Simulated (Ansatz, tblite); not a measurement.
Cost and result up the ladder for (HCd-mu-Cl)2 (Cd2H2Cl2) (6 atoms). The state is a singlet with charge 0. Geometry: PBE-D4/def2-SVP.

```csv
atom,x (Å),y (Å),z (Å)
Cd1,0.2152,-1.4367,-1.1583
H2,0.4039,-2.7360,-2.2032
Cl3,-1.0934,0.7493,-1.1317
Cd4,-0.2137,1.4369,1.1583
H5,-0.4142,2.7309,2.2076
Cl6,1.1023,-0.7444,1.1273
```

Ansatz on 4 threads of Arm Neoverse V2 on a shared host; xTB runs through tblite on one thread. Times are rough, summed over both states, and most runs start from the orbitals of an earlier one. PBE0-D4/def2-TZVP serves as the yardstick here, not as an exact answer. The other state is a doublet.

In the def2 sets Cd takes a core potential; there is no spin–orbit coupling. The xTB rows come from tblite.

Raw xTB energies of ions are shifted by several eV.

| level | functions | vertical IE (eV) | difference from PBE0-D4/def2-TZVP (eV) |
| --- | --- | --- | --- |
| PBE-D4/def2-TZVP | 166 | 9.68 | -0.41 |
| GFN2-xTB | 28 | 14.08 | 3.98 |
| PBE0-D4/def2-TZVP | 166 | 10.10 | 0.00 |
| GFN1-xTB | 30 | 13.93 | 3.83 |
| r2SCAN-D4/def2-TZVP (with forces) | 166 | 9.88 | -0.22 |

Q: Estimate how long each takes.

A: GFN2-xTB 0.005 s; GFN1-xTB 0.006 s; PBE-D4/def2-TZVP 4.9 s; PBE0-D4/def2-TZVP 6.6 s; r2SCAN-D4/def2-TZVP (with forces) 14 s. On shared hardware such times vary by a factor of up to 3.
